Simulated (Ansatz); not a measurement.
Molecule: CHS, charge 0, multiplicity 2. It need not be the lowest isomer of its formula. 
Geometry from a B3LYP-D3(BJ)/def2-TZVP (Ansatz, a quantum-chemistry and plane-wave program) optimisation:
SMILES: [S][CH]
```xyz
3

C     -0.0347    -0.0198    -1.0508
S     -0.0314    -0.0093     0.5059
H      0.7107     0.2677    -1.7901
```
Charge 0, spin multiplicity 2.

Atomisation energy built up term by term with Ansatz (kcal/mol; UHF references for open shells; valence terms freeze the core; atomic spin-orbit terms are left out). Basis-set limits of correlation are two-point, X^-3; Hartree-Fock from the larger set.

The UHF reference is spin-contaminated (<S^2> 0.25 over the pure value in the largest basis). The T1 diagnostic of CCSD in the largest basis is 0.060, which is high, so the coupled-cluster rows are less sure than usual.

```
term                                                    basis  kcal/mol
-----------------------  ------------------------------------  --------
Hartree-Fock                                  aug-cc-pV(Q+d)Z       [?]
CCSD correlation         CBS(aug-cc-pV(T+d)Z,aug-cc-pV(Q+d)Z)     69.14
(T)                      CBS(aug-cc-pV(T+d)Z,aug-cc-pV(Q+d)Z)       [?]
CCSDT - CCSD(T)                                   cc-pV(D+d)Z      0.69
(Q)                                               cc-pV(D+d)Z      0.59
core correlation                                    cc-pwCVTZ      1.23
scalar relativity (X2C)            cc-pVTZ-DK against cc-pVTZ     -0.35
sum: De                                                             [?]
```

Problem. Some entries are withheld; supply them.

Solution. 
- Hartree-Fock, kcal/mol: 148.25
- (T), kcal/mol: 8.07
- sum: De, kcal/mol: 227.6
